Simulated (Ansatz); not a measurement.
Ideal-gas functions of CH$_{3}$FOSi, SMILES `F[SiH]1CO1` at 800 K and 1 bar, from an Ansatz frequency run at PBE0-D4/def2-TZVP.

Molar mass 78.12 g/mol, point group C1 (symmetry number 1), electronic degeneracy 1, moments of inertia 32.57, 107.523, 111.27 u Å². Harmonic wavenumbers (cm⁻¹, unscaled): 249, 299, 582, 737, 754, 786, 850, 904, 1079, 1100, 1150, 1462, 2312, 3107, 3189.

Use S(trans) = R[1.5 ln M + 2.5 ln T − 1.1517]; rotational temperatures θ = 24.2544 K / I; S(rot) = R[ln(√π/σ · √(T³/θAθBθC)) + 1.5]; for each mode x = 1.438777 ν̃/T, S = R[x/(eˣ − 1) − ln(1 − e⁻ˣ)] and H = RT x/(eˣ − 1); 1 cm⁻¹ = 0.0119627 kJ/mol; R = 8.31446 J/(mol·K).

By hand: the entropy, in J/(mol·K).

Translation 183.7. Rotation: θ = 0.7447, 0.2256, 0.218 K, giving 114.3. Vibration, mode by mode: 15.06, 13.57, 8.30, 6.55, 6.39, 6.10, 5.55, 5.13, 4.00, 3.88, 3.61, 2.32, 0.68, 0.21, 0.18, in all 81.5. Electronic 0.0. Sum 379.5 J/(mol·K).

By hand: H − E and G − E in kJ/mol, counted from the electronic energy.

Zero-point energy ½ × 18560 × 0.0119627 = 111.0; thermal vibration 37.2; translation, rotation and pV give 4 RT = 26.6. H − E = 174.8 kJ/mol, and G − E = 174.8 − 800 × 379.5/1000 = -128.8 kJ/mol.

Vibration gives 21 % of the entropy. The sum counts one conformer and one mirror image; others add a mixing term.
